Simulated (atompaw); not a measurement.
## Ta PAW (atompaw): all-electron and pseudo phase curves

Ta, PAW, made with atompaw 4.2.0.5 (PBEsol, scalar-relativistic). Core [Xe] 4f14, reference 5d3 6s2 6p0. Waves: 6s (bound): rc 3.00 bohr; 6s channel at -0.1 Ry: rc 2.05 bohr; 6p (bound, empty): rc 3.00 bohr; 6p channel at 1.05 Ry: rc 3.00 bohr; 5d (bound): rc 2.40 bohr; 5d channel at 3.15 Ry: rc 2.40 bohr. Local part: bessel scheme, radius 2.80 bohr. Core correction: smooth core density matched at 2.00 bohr. Augmentation charge: besselshape compensation charge, radius 2.50 bohr; PAW radius 3.00 bohr; waves and projectors: custom polynom2 7 10 vanderbiltortho.

The phase is arctan(r·u′/u) with u = r·R(r), unwrapped; energies in Ry, scanned from -2 to 5 Ry. A pole is an energy at which the radial function vanishes at the test radius. The pseudo phase is shifted by a multiple of π to meet the all-electron one at the reference energy, and phase errors are pseudo minus all-electron; the curves can meet again beyond the range given. Levels narrower than the energy grid can be missing from the lists of poles. Where the grid stepped over a known ghost or core level, its pole and its step of π were put in at the level’s energy.

**Question.** For each channel, where are the poles, and over which energies does the pseudopotential scatter like the atom?

**Answer.**

```tsv
channel	radius (bohr)	reference energy (Ry)	poles, all-electron	poles, pseudo	unbroken range about the reference energy with phases within 0.05 rad	phase error 1 Ry above the reference energy (rad)
s	3.02	-0.40	1.16	-0.42, 1.22	-0.4 to 2.4	+0.003
p	3.02	-0.10	2.45	2.33, 4.46	below 2.8	-0.000
d	3.02	-0.27	0.13, 4.75	0.14, 4.93	below 1.6	+0.015
```

Note: ghost state, extra bound levels that the all-electron valence spectrum of the same l lacks: s at -5.7 eV. A true bound ghost makes a file unfit for plane-wave use.

Phases in the p channel:

```
E (Ry)  all-electron  pseudo
 -2.00         1.331   1.320
 -1.52         1.283   1.278
 -1.04         1.211   1.208
 -0.56         1.074   1.073
 -0.08         0.713   0.713
  0.40        -0.381  -0.383
  0.88        -1.146  -1.146
  1.36        -1.383  -1.384
  1.84        -1.491  -1.494
  2.32        -1.556  -1.569
  2.80        -1.606  -1.653
  3.28        -1.651  -2.018
  3.76        -1.700  -4.559
  4.24        -1.765  -4.686
  4.72        -1.873  -4.736
```
